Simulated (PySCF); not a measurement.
A structure optimised at B3LYP-D3(BJ)/def2-SVP, used in a PySCF frequency run:

```
Ge
O 1 1.7774
H 2 0.9683 1 110.29
O 1 1.7778 2 108.48 3 -123.41
H 4 0.9679 1 111.39 2 32.49
O 1 1.7860 2 101.74 3 -5.93
H 6 0.9666 1 113.17 2 -168.86
P 1 2.3201 2 116.62 3 117.78
H 8 1.4284 1 91.78 2 53.04
H 8 1.4290 9 93.52 1 91.89
```
Charge 0, spin multiplicity 1.

Write its SMILES and formula.

[OH][Ge]([OH])([OH])[PH2], GeH5O3P

What are its rotational constants (standard atomic weights)?

3.4465, 1.9316, 1.8688 GHz
